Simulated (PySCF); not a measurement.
## Al²⁺ (aluminium, charge +2) across methods

[Ne] 3p1, 2P determinant (an excited configuration). Calculation: PySCF 2.14, in x2c-QZVPPall with one added diffuse shell each of s, p, d, f type (10s7p5d3f1g, 86 functions); the spin-free X2C one-electron Hamiltonian (Gaussian nucleus).

```
   method  E (hartree)  mean ε 2p α (eV)  mean ε 2p β (eV)  mean ε 3p α (eV)  Σ⟨r²⟩ (bohr²)   ⟨S²⟩
   r2SCAN    -241.6486           -93.395           -93.222           -18.891          11.02  0.750
CAM-B3LYP    -241.6621           -97.667           -97.464           -20.804          10.95  0.750
    HSE06    -241.5712           -96.036           -95.812           -19.245          11.03  0.750
      UHF   -241.22550           -109.69           -109.32           -21.538          11.35  0.750
BHandHLYP    -241.6724           -101.23           -100.97           -20.303          11.03  0.750
      LDA    -240.6046           -91.781           -91.596           -18.709          10.95  0.750
      PBE    -241.5369           -91.683           -91.504           -18.852          10.97  0.750
     PBE0    -241.5556           -96.489           -96.264           -19.632          11.03  0.750
```

Task: Estimate the same row for wB97X-V.

Result: E (hartree) = -241.6278; mean ε 2p α (eV) = -98.462; mean ε 2p β (eV) = -98.276; mean ε 3p α (eV) = -21.569; Σ⟨r²⟩ (bohr²) = 11.07; ⟨S²⟩ = 0.750.
